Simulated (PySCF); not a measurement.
Delta-SCF ions had no search for a lower state. Excitations are Tamm–Dancoff values on a coarser integration grid. The basis has no diffuse functions, so Rydberg states are missing or too high.

**C6H15In, SMILES `C[CH2][In]([CH2]C)[CH2]C` (charge 0, multiplicity 1)**

Level of theory: PySCF with CAM-B3LYP-D3(BJ)/def2-TZVP // CAM-B3LYP-D3(BJ)/def2-SVP.

| Quantity | Result |
|---|---|
| HOMO | -7.73 eV |
| dipole moment | 0.01 D |
| HOMO–LUMO gap | 7.60 eV |
| LUMO | -0.14 eV |
| S1 excitation (TDA) | 4.31 eV |
| S1 oscillator strength | 0.000 |
| brightest of the four lowest singlets (TDA) | 5.90 eV |
| T1 excitation (TDA) | 4.08 eV |
| S1–T1 gap (TDA) | 0.23 eV |
| vertical ionisation energy (Delta-SCF) | 8.30 eV |
| total energy | -427.7043 Ha |
| cost | about 11 core-minutes (a rough figure) |

```xyz
22

C      2.8633    -1.3288     0.1808
C      1.3789    -1.6874     0.1540
In    -0.0002    -0.0010    -0.0073
C     -2.1559    -0.3518    -0.0478
C     -2.5917    -1.8126     0.0465
C      0.7775     2.0367    -0.1297
C     -0.2722     3.1434    -0.2064
H      3.1133    -0.6746     1.0311
H      3.5075    -2.2209     0.2627
H      3.1737    -0.7926    -0.7301
H      1.0967    -2.2503     1.0598
H      1.1567    -2.3678    -0.6856
H     -2.5952     0.2405     0.7726
H     -2.5410     0.1115    -0.9721
H     -2.2442    -2.2864     0.9783
H     -2.1890    -2.4166    -0.7822
H     -3.6892    -1.9240     0.0203
H      1.4475     2.0732    -1.0055
H      1.4383     2.1844     0.7413
H      0.1823     4.1470    -0.2694
H     -0.9245     3.0317    -1.0870
H     -0.9325     3.1462     0.6755
```
Charge 0, spin multiplicity 1.
